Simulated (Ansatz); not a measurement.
```yaml
crystal:
  periodic: [false, false, false]
  atoms:
    - {symbol: C, position_ang: [-0.838287, 1.143745, -0.548360]}
    - {symbol: S, position_ang: [-0.268365, 0.266015, 0.977375]}
    - {symbol: Sb, position_ang: [1.128199, -1.409342, -0.067752]}
    - {symbol: H, position_ang: [-1.346548, 0.533247, -1.156704]}
    - {symbol: H, position_ang: [0.033764, 1.551922, -1.005296]}
    - {symbol: H, position_ang: [-1.496002, 1.966518, -0.207934]}
    - {symbol: H, position_ang: [2.390022, -1.283186, 1.062104]}
    - {symbol: H, position_ang: [0.437232, -2.756016, 0.919686]}
basis:
  gaussian: {orbitals: def2-SVPD}
hamiltonian: {xc: {name: HF}}
correlation: {active_space: {window: {electrons: 3, orbitals: 2}}}
output: {forces: true}
```

```sh
$ ansatz run in.yaml --threads 2 --pin off --events-out ev --progress --plain --max-ram 4352MiB
```

Shortened log:

```
Functional definition: HF
1257 factors; integrals over basis functions are off by at most 9.7e-4 eV
mean field evaluation 1: about -18431.5516 eV, gradient 1.9e1 eV
mean field evaluation 2: about -18431.6563 eV, gradient 1.9e1 eV
mean field evaluation 4: about -18432.9702 eV, gradient 2.3e0 eV
mean field evaluation 8: about -18432.9950 eV, gradient 1.2e-1 eV
mean field -18432.99511719 eV, -677.4000762239 hartree, gradient 3.0e-6 eV, S^2 0.000000; 0 other end points of the search recorded, 0 dependent functions left out
reference -18432.99511719 eV, -677.4000762239 hartree; 25, 25 occupied and 94, 94 virtual orbitals, 1257 factors
Error: 3 electrons in 2 orbitals form no window around the highest filled level of the reference
```

Question: Something in this input is off. What?

Answer: The active space doesn't fit the electrons. The run stopped with an error.
